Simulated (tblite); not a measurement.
C₄H₉O₄S₂ (charge -1).
Numbering: `[CH3:1][C-:2]([S:3]([CH3:4])(=[O:5])=[O:6])[S:7]([CH3:8])(=[O:9])=[O:10]` (hydrogens: H11, H12, H13 on C1; H14, H15, H16 on C4; H17, H18, H19 on C8)
Bond orders are those of one Lewis drawing.

Computed with GFN2-xTB (tblite), gas phase: L-BFGS steps from a force-field or distance-geometry start until the largest atomic force falls under 0.01 eV/Å.

Step 42: E = -982.0862 eV
```
atom  x, y, z in Å  |  force x, y, z in eV/Å
C1     -0.0360   -0.6509   -1.9731   -0.014  -0.009  -0.078
C2      0.3696    0.2482   -0.8293   -0.021  -0.001  -0.063
S3     -1.0031    1.0520   -0.1440    0.045   0.024   0.036
C4     -2.2576   -0.0858    0.6017    0.021   0.043  -0.024
O5     -0.5498    1.9177    0.9340    0.051  -0.039   0.103
O6     -1.7260    1.7583   -1.2002    0.009  -0.074  -0.010
S7      1.1162   -0.6617    0.4610   -0.027  -0.035  -0.020
C8      2.2706    0.5218    1.2361   -0.018   0.008   0.011
O9      1.9475   -1.7212   -0.1016    0.063   0.031  -0.024
O10     0.2482   -1.1268    1.5400    0.061  -0.038   0.093
H11    -0.3012   -1.6655   -1.6605   -0.079   0.026   0.005
H12     0.7839   -0.7373   -2.6860    0.076  -0.022  -0.005
H13    -0.8791   -0.1886   -2.4846   -0.045  -0.001   0.036
H14    -3.0704    0.5099    0.9955    0.028   0.033  -0.049
H15    -1.7346   -0.6229    1.3813   -0.050  -0.023  -0.038
H16    -2.5934   -0.7430   -0.1901   -0.032   0.007   0.027
H17     2.7991    0.0183    2.0347   -0.009  -0.015   0.049
H18     1.6523    1.3261    1.6076   -0.031   0.069  -0.018
H19     2.9541    0.8603    0.4701   -0.027   0.018  -0.032
```

Step 43: E = -982.0891 eV
```
atom  x, y, z in Å  |  force x, y, z in eV/Å
C1     -0.0492   -0.6554   -1.9688   -0.001   0.000  -0.080
C2      0.3667    0.2477   -0.8313    0.008  -0.038  -0.072
S3     -1.0016    1.0558   -0.1452    0.071   0.033   0.026
C4     -2.2528   -0.0851    0.5939    0.025   0.016  -0.027
O5     -0.5476    1.9154    0.9372    0.048  -0.025   0.101
O6     -1.7186    1.7677   -1.2016    0.001  -0.076   0.007
S7      1.1232   -0.6606    0.4555   -0.019  -0.019   0.006
C8      2.2712    0.5255    1.2398   -0.043   0.006   0.009
O9      1.9598   -1.7152   -0.1092    0.046   0.055  -0.028
O10     0.2595   -1.1319    1.5356    0.044  -0.044   0.083
H11    -0.3273   -1.6671   -1.6542   -0.068   0.055   0.018
H12     0.7721   -0.7540   -2.6788    0.050  -0.025  -0.014
H13    -0.8878   -0.1842   -2.4806   -0.022  -0.014   0.023
H14    -3.0671    0.4993    0.9962   -0.013   0.079  -0.030
H15    -1.7240   -0.6248    1.3658   -0.022  -0.050   0.010
H16    -2.5880   -0.7405   -0.1982   -0.047  -0.012  -0.015
H17     2.7841    0.0208    2.0473   -0.002  -0.017   0.056
H18     1.6486    1.3313    1.6013   -0.036   0.063  -0.015
H19     2.9690    0.8645    0.4879   -0.020   0.010  -0.059
```

Task: Estimate the geometry and energy of step 44. (The exact step hangs on the optimiser's Hessian estimate; all steps are aligned on step 43, rigid shifts and turns removed.)

Result: E = -982.0919 eV, largest force 0.121 eV/Å
```
atom  x, y, z in Å  |  force x, y, z in eV/Å
C1     -0.0600   -0.6595   -1.9672    0.013   0.007  -0.057
C2      0.3648    0.2457   -0.8342    0.036  -0.067  -0.047
S3     -0.9986    1.0580   -0.1452    0.081   0.021   0.016
C4     -2.2491   -0.0840    0.5869    0.021  -0.015  -0.024
O5     -0.5449    1.9102    0.9432    0.044  -0.011   0.073
O6     -1.7113    1.7737   -1.2019    0.001  -0.059   0.028
S7      1.1290   -0.6606    0.4512    0.000   0.001   0.038
C8      2.2709    0.5295    1.2425   -0.055   0.009   0.005
O9      1.9717   -1.7103   -0.1147    0.023   0.076  -0.030
O10     0.2707   -1.1370    1.5340    0.030  -0.044   0.050
H11    -0.3508   -1.6682   -1.6513   -0.050   0.076   0.027
H12     0.7642   -0.7675   -2.6730    0.010  -0.029  -0.026
H13    -0.8954   -0.1797   -2.4764    0.001  -0.021  -0.006
H14    -3.0631    0.4941    0.9950   -0.044   0.112  -0.011
H15    -1.7176   -0.6270    1.3533    0.003  -0.068   0.050
H16    -2.5863   -0.7385   -0.2039   -0.052  -0.021  -0.051
H17     2.7711    0.0235    2.0577   -0.007  -0.003   0.044
H18     1.6447    1.3373    1.5948   -0.033   0.042  -0.011
H19     2.9801    0.8695    0.5017   -0.022  -0.006  -0.067
```

The energy changes by -0.0029 eV. The first-order estimate −F·Δx gives -0.0039 eV and the mean of the old and new forces, exact on a quadratic surface, -0.0029 eV. The step makes an angle of 76° with the force vector and moves no atom by more than 0.024 Å.

The cost below is that of the whole relaxation. Hardware: one thread of an Arm Neoverse V2, shared host. Cost: 0.79 s.
